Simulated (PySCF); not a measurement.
Computed IR spectrum (relative IR intensity) of a molecule C4H5NS. The structure is a stationary point at PBE-D3(BJ)/def2-SVP. One conformer was computed; it need not be the lowest. The numbers are results of PBE-D3(BJ)/def2-SVP (PySCF 2.14.0), not measurements. Frequencies are harmonic and unscaled.

```csv
ν (cm⁻¹),relative intensity
227,8.9
328,5.8
484,4.4
549,4.2
659,3.4
704,13
772,89
804,27
871,56
933,22
967,26
1009,12
1111,4.7
1321,18
1348,25
1395,17
1405,23
1463,68
1528,100
2977,39
3054,14
3090,17
3191,3.5
```

Which structure fits?
A. Cc1cscn1
B. C=C1C=NCS1
C. Sc1cc[nH]c1
D. C=C1CN=CS1

A, Cc1cscn1
